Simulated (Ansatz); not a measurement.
CH4AlBr (`[CH3][AlH][Br]`) at its PBE0-D4/def2-TZVP geometry, where that method's forces vanish. The species carries charge 0 and has multiplicity 1.

```xyz
7

C    -0.4258   -0.7789   -0.3458
Al    0.5589    0.7910    0.2231
Br   -0.1241    1.9265    2.0608
H    -0.7971   -0.6467   -1.3675
H    -1.2763   -0.9989    0.3017
H     0.2290   -1.6564   -0.3631
H     1.8354    1.3635   -0.5093
```

Problem. What forces (eV/Å) does r2SCAN-D4/def2-TZVPP give on these atoms in the Gaussian-basis code of Ansatz? (Best estimate.)

Solution. Ansatz gave: 
```
C1   0.025  0.048  0.018
Al2  0.021  0.006 -0.015
Br3 -0.004  0.009  0.013
H4   0.001 -0.030  0.016
H5   0.014 -0.013 -0.026
H6  -0.029  0.001 -0.014
H7  -0.027 -0.020  0.008
```
